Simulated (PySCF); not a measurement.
# An excited-state table with gaps

Compound: C6H14Si2.
InChI=1S/C6H14Si2/c1-4-7-8(5-1)6-2-3-6/h6,8H,1-5,7H2/t8-/m1/s1

Level of theory: PySCF 2.14.0, density-fitted response routines, TDDFT PBE0/def2-SVPD, vertical, gas phase, core orbitals frozen in the response. The structure is a single PBE0-D3(BJ)/def2-SVP conformer in the gas phase; no vibrational or solvent corrections.

Orbital energies (eV): HOMO-3 -8.57, HOMO-2 -8.19, HOMO-1 -8.06, HOMO -7.19, LUMO 0.18, LUMO+1 0.35, LUMO+2 0.79.

Lowest singlets, with some entries withheld (?).

| state | λ (nm) | f | main configurations (H = HOMO, L = LUMO) |
| --- | --- | --- | --- |
| S1 | 200.9 | ? | H→L (82%), H→L+1 (14%) |
| S2 | 194.2 | ? | H→L+1 (81%), H→L (14%) |
| S3 | 177.0 | ? | H→L+2 (91%) |
| S4 | 173.9 | ? | H→L+3 (48%), H-1→L (40%) |
| S5 | 173.8 | ? | H-1→L (34%), H→L+3 (33%), H-1→L+1 (21%) |
| S6 | 170.6 | ? | H-1→L+1 (52%), H-1→L (18%), H-2→L (11%) |
| S7 | 169.4 | ? | H-2→L (61%), H-1→L+1 (18%), H-2→L+1 (13%) |
| S8 | 166.4 | ? | H-2→L+1 (50%), H→L+4 (30%) |
| S9 | 166.1 | ? | H→L+4 (43%), H-2→L+1 (31%) |
| S10 | 164.5 | ? | H→L+5 (45%), H-3→L (37%) |

Question: Supply the missing values.

Answer: 
- S1: f = 0.025
- S2: f = 0.039
- S3: f = 0.098
- S4: f = 0.019
- S5: f = 0.016
- S6: f = 0.026
- S7: f = 0.037
- S8: f = 0.036
- S9: f = 0.013
- S10: f = 0.0099

Question: Which level carries the most intensity, and what share of the listed sum of f?

Answer: S3, with f = 0.098 of 0.318, 31%.

Question: What is the vertical ionisation energy by ΔSCF at this level?

Answer: 8.89 eV; −ε(HOMO) is 7.19 eV.

Question: What is the mean static polarisability from the same response equations?

Answer: 122.5 au (18.16 Å³), with principal values 108.9, 121.9 and 136.8 au.
